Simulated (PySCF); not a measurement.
BaCl2 (SMILES [Cl][Ba][Cl]), singlet, at a GFN2-xTB geometry (such geometries of metal compounds can be far from the true shape) (core potentials on Ba); SCAN/def2-SV(P) run with PySCF.

Here is a job for PySCF.
```python
from pyscf import gto, scf, dft

mol = gto.M(
    atom='''
Ba    0.299702    0.356741    0.394607
Cl    0.972660   -0.250735   -2.068095
Cl   -1.959915   -0.924411    0.768213
''',
    basis='def2-sv(p)',
    ecp={'Ba': 'def2-sv(p)'},
    charge=0,
    spin=0,
    verbose=3,
)

mf = dft.RKS(mol)
mf.xc = 'scan'
mf.kernel()
mf.analyze()
```

What the program printed (banner, timings and long lists left out):

```
converged SCF energy = -945.829511178609
**** MO energy ****
MO #1   energy= -101.105030363126  occ= 2
MO #2   energy= -101.10496436706   occ= 2
MO #3   energy= -9.30165417688806  occ= 2
MO #4   energy= -9.30159692447859  occ= 2
MO #5   energy= -7.04563380358893  occ= 2
MO #6   energy= -7.04556642494112  occ= 2
MO #7   energy= -7.04506859390394  occ= 2
MO #8   energy= -7.04500468936547  occ= 2
MO #9   energy= -7.04470089935563  occ= 2
MO #10  energy= -7.04466116865706  occ= 2
MO #11  energy= -1.27804540358913  occ= 2
MO #12  energy= -0.74448384623151  occ= 2
MO #13  energy= -0.735075845030282 occ= 2
MO #14  energy= -0.7058741885949   occ= 2
MO #15  energy= -0.656231768413304 occ= 2
MO #16  energy= -0.645189461006032 occ= 2
MO #17  energy= -0.258216244392313 occ= 2
MO #18  energy= -0.254117431775713 occ= 2
MO #19  energy= -0.248907938301416 occ= 2
MO #20  energy= -0.246330858953385 occ= 2
MO #21  energy= -0.246199133616984 occ= 2
MO #22  energy= -0.235482714998426 occ= 2
MO #23  energy= -0.0660719454148358 occ= 0
MO #24  energy= -0.0326320470759801 occ= 0
MO #25  energy= -0.0322626475113484 occ= 0
MO #26  energy= -0.012541341729356 occ= 0
MO #27  energy= -0.00906213944948301 occ= 0
MO #28  energy= 0.0167362709549558 occ= 0
MO #29  energy= 0.0205655272119944 occ= 0
MO #30  energy= 0.0495261793217268 occ= 0
Dipole moment(X, Y, Z, Debye):  4.26866,  5.08042,  5.61865
```
